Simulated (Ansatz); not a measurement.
Geometry optimisation, Ansatz 0.2.0, RKS PBE-D4/def2-SVP.

Input:

```yaml
crystal:
  periodic: [false, false, false]
  atoms:
    - { symbol: Ge, position_ang: [-0.437359, 0.0, -0.426684] }
    - { symbol: Cl, position_ang: [-0.007575, -1.0e-06, 2.974252] }
    - { symbol: F, position_ang: [1.230334, 0.0, 0.034726] }
    - { symbol: F, position_ang: [-0.644549, 1.396837, -1.43551] }
    - { symbol: F, position_ang: [-0.644549, -1.396837, -1.43551] }
    - { symbol: H, position_ang: [-1.460358, 0.0, 0.728435] }
    - { symbol: H, position_ang: [-1.287044, 1.0e-06, 2.588691] }
basis:
  gaussian: { orbitals: def2-SVP }
hamiltonian:
  xc: pbe
  dispersion: d4
relax:
  f_tol: 0.03
  max_steps: 50
```

Command:

```bash
$ ansatz run input.yaml --threads 2 --pin off --max-ram 3072MiB --backend cpu --events-out ev --progress --plain --runs-dir out
```

Where does it end, and by what steps?

The forces met the threshold. The force dipped under the threshold on the way, but the program's further checks kept it going. After 14 steps the energy has fallen by 0.191 eV; H7 moved furthest, 1.28 Å.

```json
{"step": "0", "energy less start (eV)": "0.0000", "largest force component (eV/Å)": "1.019", "accepted": "yes"}
{"step": "1", "energy less start (eV)": "-0.1009", "largest force component (eV/Å)": "0.467", "accepted": "yes"}
{"step": "2", "energy less start (eV)": "-0.1249", "largest force component (eV/Å)": "0.600", "accepted": "yes"}
{"step": "3", "energy less start (eV)": "-0.1556", "largest force component (eV/Å)": "0.216", "accepted": "yes"}
{"step": "4", "energy less start (eV)": "-0.1725", "largest force component (eV/Å)": "0.147", "accepted": "yes"}
{"step": "5", "energy less start (eV)": "-0.1656", "largest force component (eV/Å)": "0.887", "accepted": "no"}
{"step": "6", "energy less start (eV)": "-0.1789", "largest force component (eV/Å)": "0.073", "accepted": "yes"}
{"step": "7", "energy less start (eV)": "-0.1829", "largest force component (eV/Å)": "0.052", "accepted": "yes"}
{"step": "8", "energy less start (eV)": "-0.1847", "largest force component (eV/Å)": "0.312", "accepted": "yes"}
{"step": "9", "energy less start (eV)": "-0.1878", "largest force component (eV/Å)": "0.127", "accepted": "yes"}
{"step": "10", "energy less start (eV)": "-0.1884", "largest force component (eV/Å)": "0.077", "accepted": "yes"}
{"step": "11", "energy less start (eV)": "-0.1898", "largest force component (eV/Å)": "0.065", "accepted": "yes"}
{"step": "12", "energy less start (eV)": "-0.1904", "largest force component (eV/Å)": "0.060", "accepted": "yes"}
{"step": "13", "energy less start (eV)": "-0.1907", "largest force component (eV/Å)": "0.003", "accepted": "yes"}
{"step": "14", "energy less start (eV)": "-0.1908", "largest force component (eV/Å)": "0.023", "accepted": "yes"}
```

```xyz
7
Properties=species:S:1:pos:R:3
Ge -0.464 0.000 -0.699
Cl -0.158 0.000 2.983
F 1.085 0.000 0.081
F -0.479 1.390 -1.738
F -0.479 -1.390 -1.738
H -1.638 0.000 0.282
H -1.118 0.000 3.858
```

Whether the end is a true minimum wasn't checked by a vibrational analysis.

Run time: 26 s on 2 threads of Arm Neoverse V1, with other jobs on the host, peak memory 0.14 GiB.
